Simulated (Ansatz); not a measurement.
Species: C₁₆H₁₁B, SMILES `c1(B)c2cccc3ccc4cccc(c4c23)c1` (H–B–C–C torsion 180°) (charge 0, multiplicity 1), formula C₁₆H₁₁B.

Q: How many basis functions does frozen-core CCSD(T)/cc-pVDZ // B3LYP-D3(BJ)/def2-SVP (Ansatz, an electronic-structure program) use, how many core orbitals are frozen, and how many electrons are correlated?

A: 293 basis functions and 17 frozen orbitals, which leaves 78 correlated electrons. Core time is of the order of hours.
